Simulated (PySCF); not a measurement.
# Electron correlation in Tm³⁺ (thulium, charge +3)

Starting occupation: [Xe] 4f12, 4f5/2 with m_j = -5/2, -3/2, -1/2, +1/2, +3/2, +5/2, 4f7/2 with m_j = -3/2, -1/2, +1/2, +3/2, +5/2, +7/2. All numbers are calculated (PySCF 2.14, X2C-1e with screened-nucleus spin-orbit coupling, Gaussian nucleus, in x2c-QZVPPall-2c (16s16p12d6f4g1h, 213 functions)). Frozen: [Ar] 3d10; 38 electrons correlated; the 34 highest virtual spinors left out.

MP2 pair energies summed by pair of shells (mhartree):

```json
{"pair": "4f5/2-4f7/2", "energy": "-298.76", "share (%)": "14.3"}
{"pair": "4d5/2-4f7/2", "energy": "-140.72", "share (%)": "6.8"}
{"pair": "4d5/2-4f5/2", "energy": "-136.19", "share (%)": "6.5"}
{"pair": "4f7/2-4f7/2", "energy": "-123.83", "share (%)": "5.9"}
{"pair": "4f5/2-4f5/2", "energy": "-122.15", "share (%)": "5.9"}
{"pair": "4f5/2-5p3/2", "energy": "-96.86", "share (%)": "4.6"}
{"pair": "4f7/2-5p3/2", "energy": "-96.81", "share (%)": "4.6"}
{"pair": "4d3/2-4f7/2", "energy": "-73.69", "share (%)": "3.5"}
{"pair": "4d3/2-4f5/2", "energy": "-66.42", "share (%)": "3.2"}
{"pair": "4d3/2-4d5/2", "energy": "-65.10", "share (%)": "3.1"}
{"pair": "5p3/2-5p3/2", "energy": "-63.00", "share (%)": "3.0"}
{"pair": "5p1/2-5p3/2", "energy": "-59.98", "share (%)": "2.9"}
{"pair": "4f7/2-5p1/2", "energy": "-54.12", "share (%)": "2.6"}
{"pair": "4d5/2-4d5/2", "energy": "-48.66", "share (%)": "2.3"}
{"pair": "4f5/2-5p1/2", "energy": "-48.50", "share (%)": "2.3"}
{"pair": "4f5/2-4p3/2", "energy": "-41.15", "share (%)": "2.0"}
{"pair": "4d5/2-4p3/2", "energy": "-40.67", "share (%)": "2.0"}
{"pair": "4f7/2-4p3/2", "energy": "-40.44", "share (%)": "1.9"}
{"pair": "4f7/2-5s1/2", "energy": "-35.76", "share (%)": "1.7"}
{"pair": "4f5/2-5s1/2", "energy": "-34.18", "share (%)": "1.6"}
{"pair": "4d5/2-5p3/2", "energy": "-32.51", "share (%)": "1.6"}
{"pair": "5p3/2-5s1/2", "energy": "-26.15", "share (%)": "1.3"}
{"pair": "4d3/2-4p3/2", "energy": "-26.13", "share (%)": "1.3"}
{"pair": "4d5/2-4p1/2", "energy": "-18.88", "share (%)": "0.9"}
{"pair": "4d5/2-5s1/2", "energy": "-18.76", "share (%)": "0.9"}
{"pair": "4f7/2-4p1/2", "energy": "-18.60", "share (%)": "0.9"}
{"pair": "4d5/2-5p1/2", "energy": "-18.51", "share (%)": "0.9"}
{"pair": "4d3/2-4d3/2", "energy": "-18.41", "share (%)": "0.9"}
{"pair": "4f5/2-4p1/2", "energy": "-17.93", "share (%)": "0.9"}
{"pair": "4d5/2-4s1/2", "energy": "-15.77", "share (%)": "0.8"}
```

Total MP2 correlation energy: -2083.3 mhartree.

This basis was not built for core-valence correlation, so the inner-shell part is incomplete.
